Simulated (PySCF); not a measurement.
CH3S, SMILES [CH2]S, multiplicity 2.

Geometry optimised at PBE0-D3(BJ)/def2-TZVP. The isomer is the one that the SMILES or the coordinates give; other isomers of the formula were not compared.

Calculation: PySCF with PBE/def2-TZVPD.

Isolated molecule, no solvent.

Computed frontier levels, dipole moment and polarisability:
| Item | Result |
|---|---|
| α spin, highest occupied and lowest empty level | -4.01 and -0.96 eV |
| β spin, highest occupied and lowest empty level | -7.17 and -2.47 eV |
| dipole moment | 0.82 D |
| quadrupole, principal values (traceless, Buckingham form, about the centre of nuclear charge) | -4.25, -0.01, 4.26 D·Å |
| mean static polarisability | 37.8 bohr³ (5.60 Å³) |
| polarisability, principal values | 32.3, 33.3, 47.8 bohr³ |
| ⟨S²⟩ | 0.754 (pure state 0.75) |
